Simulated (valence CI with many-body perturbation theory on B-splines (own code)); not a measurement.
# Level structure of As19+

Method: valence CI with perturbative core correlation (CI+MBPT): four valence electrons over a frozen Dirac-Fock core [Ne], radial functions for each j: 11 s, 11 p, 9 d, 7 f, 5 g, 2 h, 1 i, with the one-electron correlation potential Σ1, the two-electron term Σ2, the three-electron term Σ3, Breit, model QED; selected CI, second order for the rest (own B-spline code, finite nucleus).

No measured spectrum was set against this ion. As an estimate, levels of excited configurations hold to 0.05 to 0.15 % of their energy, terms of the ground configuration to about 0.5 %.

Levels 46 to 71 of 71, with energies above the lowest level, 3s2 3p2 3P_0. "Leading %" is the weight of the configuration and term that name the level; weights of strongly mixed levels are sums over their largest components and can fall short. Lifetimes count E1, E2, E3, M1 and M2 decay at the calculated energies, and are blank where another channel may lead or the interval is too uncertain; long ones can be off by a factor of two.

```
No.  Configuration  Term  J  E (cm⁻¹)  Leading %   Second component      g  Lifetime
 46      3s 3p2 3d    5P  2   1114600         88   5 % 3s 3p2 3d 3P  1.790   11.9 ps
 47      3s 3p2 3d    5P  1   1119800         93                     2.444   11.1 ps
 48      3s 3p2 3d    3P  2   1127300         58        24 % 3p4 3P  1.464   13.4 ps
 49            3p4    1S  0   1129000         50  22 % 3s 3p2 3d 3P          55.9 ps
 50      3s 3p2 3d    3P  1   1155300         51        23 % 3p4 3P  1.327   12.9 ps
 51      3s 3p2 3d    3G  3   1173600         82  13 % 3s 3p2 3d 1F  0.794   48.5 ps
 52      3s 3p2 3d    3D  2   1182600         47  25 % 3s 3p2 3d 3F  1.031   19.8 ps
 53      3s 3p2 3d    3P  0   1184100         53        28 % 3p4 3P          13.7 ps
 54      3s 3p2 3d    3G  4   1184200         91                     1.062   60.5 ps
 55      3s 3p2 3d    3D  3   1193000         70  13 % 3s 3p2 3d 1F  1.246   18.1 ps
 56      3s 3p2 3d    3D  1   1193000         74  12 % 3s 3p2 3d 3P  0.720   18.0 ps
 57      3s 3p2 3d    3G  5   1197400         95   4 % 3s 3p2 3d 5F  1.207   80.2 ps
 58      3s 3p2 3d    1G  4   1200900         69    11 % 3s2 3d2 1G  1.041   90.5 ps
 59      3s 3p2 3d    1F  3   1208700         50  13 % 3s 3p2 3d 3D  1.058   19.3 ps
 60      3s 3p2 3d    3D  2   1212100         44  42 % 3s 3p2 3d 3F  0.955   12.0 ps
 61      3s 3p2 3d    3F  3   1229100         55  30 % 3s 3p2 3d 3D  1.181   11.9 ps
 62      3s 3p2 3d    3D  1   1231400         96                     0.520   14.6 ps
 63      3s 3p2 3d    1P  1   1233800         54  30 % 3s 3p2 3d 3D  0.837   12.7 ps
 64      3s 3p2 3d    3D  2   1239800         70  14 % 3s 3p2 3d 3F  1.084   16.4 ps
 65      3s 3p2 3d    3P  0   1240300         79    14 % 3s2 3d2 3P          13.5 ps
 66      3s 3p2 3d    3P  1   1248700         63    13 % 3s2 3d2 3P  1.490   14.2 ps
 67      3s 3p2 3d    3F  4   1258100         75  10 % 3s 3p2 3d 1G  1.214   11.7 ps
 68      3s 3p2 3d    3P  2   1261200         54    12 % 3s2 3d2 3P  1.393   13.4 ps
 69      3s 3p2 3d    3D  3   1268000         65  12 % 3s 3p2 3d 3F  1.238   23.3 ps
 70      3s 3p2 3d    3D  2   1272600         48  21 % 3s 3p2 3d 3F  1.054   11.7 ps
 71      3s 3p2 3d    3D  1   1273700         42  29 % 3s 3p2 3d 3S  1.123   12.0 ps
```

Names give the largest LS component (configuration and term), which can be under half, so a name can repeat, a term be missing and a line seem to break the LS rules; names also repeat where a configuration has a term twice.

Where two levels of one J and parity lie close, their mixing, g and order are uncertain.
